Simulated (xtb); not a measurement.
2-hydroxyethylboronic acid (C2H7BO3), SMILES OB(O)CCO. All values are semi-empirical tight-binding results from xtb (GFN2-xTB unless named), good for trends rather than for accurate numbers. Coordinates come from a GFN2-xTB optimisation. One conformer was computed; it need not be the lowest.

Optimised geometry:

Bond lengths (Å): O1–C2 1.411, O1–H7 0.964, C2–C3 1.530, C2–H8 1.097, C2–H9 1.091, C3–B4 1.603, C3–H10 1.096, C3–H11 1.093, B4–O5 1.362, B4–O6 1.346, O5–H12 0.955, O6–H13 0.959. Angles (°): C2–O1–H7 108.4, O1–C2–C3 113.0, O1–C2–H8 110.7, O1–C2–H9 105.4, C3–C2–H8 109.4, C3–C2–H9 110.0, H8–C2–H9 108.2, C2–C3–B4 113.6, C2–C3–H10 108.4, C2–C3–H11 108.4, B4–C3–H10 108.9, B4–C3–H11 110.9, H10–C3–H11 106.3, C3–B4–O5 122.8, C3–B4–O6 119.4, O5–B4–O6 117.9, B4–O5–H12 116.9, B4–O6–H13 114.1.
Charge 0, spin multiplicity 1.

Task: Estimate the properties. (The exact figures need the calculation; the answer reports its results.)

Result: 
```
Item                                               Result
-----------------------------------------  --------------
orbital gap                                       6.59 eV
dipole moment                                      3.06 D
zero-point energy                           63.4 kcal/mol
G − E(el) at 298.15 K (modified RRHO)       43.5 kcal/mol
static polarisability (D4 model)               53.7 bohr³
solvation energy, GFN2-xTB/ALPB(water)     -12.1 kcal/mol
solvation energy, GFN2-xTB/ALPB(methanol)  -10.6 kcal/mol
```

Computed IR lines (harmonic; lines under 4 % of the strongest left out, lines within 3 cm⁻¹ merged):
ν (cm⁻¹): 319 (w), 348 (m), 373 (m), 548 (m), 639 (vs), 771 (m), 784 (w), 945 (s), 952 (m), 963 (s), 1029 (m), 1085 (m), 1101 (w), 1209 (vs), 1255 (s), 1274 (s), 1312 (vs), 1324 (m), 1353 (m), 2904 (m), 2934 (m), 2972 (m), 2999 (w), 3604 (w), 3659 (w) (against the strongest line: vs over 80 %, s over 45 %, m over 15 %, w over 4 %, vw less)

Computed atomic charges and the Wiberg bond orders between heavy atoms:
charges (e) O1 -0.44, C2 0.08, C3 -0.17, B4 0.44, O5 -0.48, O6 -0.46, H7 0.28, H8 0.02, H9 0.05, H10 0.03, H11 0.04, H12 0.30, H13 0.31. Bond orders O1–C2 0.99, C2–C3 1.00, C3–B4 0.97, B4–O5 1.16, B4–O6 1.21.
